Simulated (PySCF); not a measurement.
# Reading the logs of faulty runs: BC2H8Si

Calculated results; nothing here was measured. The program is PySCF 2.14.0, an open-source quantum chemistry code, run on an isolated molecule that a program drew, which may never have been made. The molecule is BC2H8Si (charge 0, doublet), drawn as the SMILES string `[CH2]B[SiH2]C`.

Each row is a Hartree-Fock (HF) and frozen-core CCSD(T) single point in the cc-pV(D+d)Z basis, meant for a local HF minimum. Run 1 is clean. Each other run has one planted mistake out of seven kinds, and not every kind appears here: one electron removed, one electron added, multiplicity raised by two, geometry at a saddle point, minimal basis STO-3G, one bond length entered in bohr, all coordinates scaled. The reference is restricted for singlets and unrestricted otherwise, and also for a bond in bohr. Adding or removing an electron swaps singlet and doublet. Electrons count all cores. HOMO and LUMO are orbital energies over both spins, the gradient is its largest component, and the lowest frequency (negative if imaginary) is given only where the gradient is small. Bond lengths are over the 11 bonds as drawn. T1 is the CCSD diagnostic: over 0.02 (restricted) or 0.045 (unrestricted) a single reference is doubtful.

Geometry of the clean run:
```xyz
12
BC2H8Si, angstrom
C    -1.9988   -0.0309    1.4317
B    -0.9542   -0.7354    0.5461
Si   -1.1497   -0.9568   -1.4770
C     0.4533   -0.5823   -2.4069
H    -1.8984    0.0494    2.5110
H    -2.9008    0.4279    1.0356
H     0.0199   -1.1945    1.0878
H    -1.5458   -2.3685   -1.7513
H    -2.2379   -0.0946   -2.0189
H     0.3283   -0.7374   -3.4816
H     0.7655    0.4543   -2.2508
H     1.2618   -1.2325   -2.0616
```

| run | electrons | basis functions | <S^2> | HOMO (eV) | LUMO (eV) | gradient (hartree/bohr) | lowest frequency (cm^-1) | mean bond (Å) | longest bond (Å) | T1 | HF (hartree) | CCSD(T) (hartree) | mistake |
|---|---|---|---|---|---|---|---|---|---|---|---|---|---|
| 1 | 39 | 105 | 0.757 | -10.50 | 0.73 | 2.5e-05 | 39 | 1.3742 | 2.045 | 0.0121 | -393.97213 | -394.49873 | no fault |
| 2 | 39 | 105 | 0.762 | -10.33 | 0.77 | 5.8e-02 | - | 1.5076 | 2.243 | 0.0146 | -393.89422 | -394.43717 | all coordinates scaled |
| 3 | 39 | 105 | 1.387 | -8.80 | 0.61 | 2.1e-02 | - | 1.4718 | 2.278 | 0.0535 | -393.85713 | -394.38401 | ? |
| 4 | 39 | 32 | 0.760 | -8.77 | 4.76 | 3.2e-02 | - | 1.3742 | 2.045 | 0.0105 | -389.40153 | -389.62842 | ? |

**Which mistake was planted in run 3, and what did it cost?**

The mean bond changes by a factor of 1.071 and the longest by 1.114, so the molecule wasn't scaled as a whole. A length L in bohr read as angstrom grows by (1/0.5292 - 1) L = 0.890 L. The 11 bonds together grew by 11 x 0.0976 = 1.074 Å, which gives L = 1.207 Å. That is bond B2-H7, 1.205 Å in the clean geometry. So the mistake is: one bond length entered in bohr. Subtracting run 1 and multiplying by 627.51 kcal/mol a hartree, the energy moved by 72.2 kcal/mol in HF and 72.0 kcal/mol in CCSD(T).

**Which mistake was planted in run 4, and what did it cost?**

It has 32 basis functions where the clean run has 105, with the same electrons and geometry. So the mistake is: minimal basis STO-3G. Subtracting run 1 and multiplying by 627.51 kcal/mol a hartree, the energy moved by 2868.1 kcal/mol in HF and 3056.2 kcal/mol in CCSD(T).

Cautions from the logs. Run 3: T1 is over the limit, so its CCSD(T) energy is less reliable.
